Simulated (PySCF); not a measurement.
Planning an excited-state job on `C[SiH2]C#[C][GeH2][F]`.

Method: TDDFT PBE0/def2-SVPD, vertical, gas phase, core orbitals frozen in the response (PySCF 2.14.0, density-fitted response routines). Geometry: GFN2-xTB. Work: 8 singlets by full TDDFT, 3 Tamm–Dancoff triplets, polarisability, density and orbital grids written, density fitting. A driver script takes a list of jobs; this job's settings line and coordinates (Å) are shown.

Command:
```bash
OMP_NUM_THREADS=1 python probes_run.py task.json out
```

Input:
```
{"job": {"kind": "uv", "xc": "PBE0", "basis": "def2-SVPD", "nstates": 8, "ntriplets": 3}, "charge": 0, "multiplicity": 1}
C     -2.310683     0.126003    -1.317627
Si    -1.764679    -0.308387     0.445548
C      0.085040    -0.145087     0.554177
C      1.289143    -0.043347     0.638590
Ge     3.175350     0.120589     0.754511
F      3.713242     0.613586    -0.831639
H     -2.033906     1.144023    -1.578503
H     -1.854954    -0.536647    -2.048549
H     -3.389248     0.039840    -1.420146
H     -2.340914     0.624737     1.421795
H     -2.097078    -1.700197     0.774436
H      3.635892     1.248094     1.629636
H      3.888408    -1.182719     0.960042
```

Hardware: one thread of an Arm Neoverse N1, shared host. PySCF's memory limit was set to 1040 MB.

Q: How large is the basis?

A: 201 functions for 80 electrons, with 872 fitting functions; the fitted three-index integrals, 872 × 201 × 202/2 numbers of 8 bytes, come to 140 MiB.

Q: Estimate the wall time.

A: About 74 s. The SCF took 12 cycles.

Q: Estimate the peak memory.

A: About 0.85 GiB. Peak memory is the resident size of the whole Python process, interpreter and libraries included.

Other jobs ran on the host; a repeat could differ by tens of per cent or more.

The run converged: HOMO -8.33 eV, LUMO -1.15 eV; lowest singlet 5.45 eV; lowest triplet 4.60 eV (Tamm–Dancoff); mean polarisability 92.6 au.
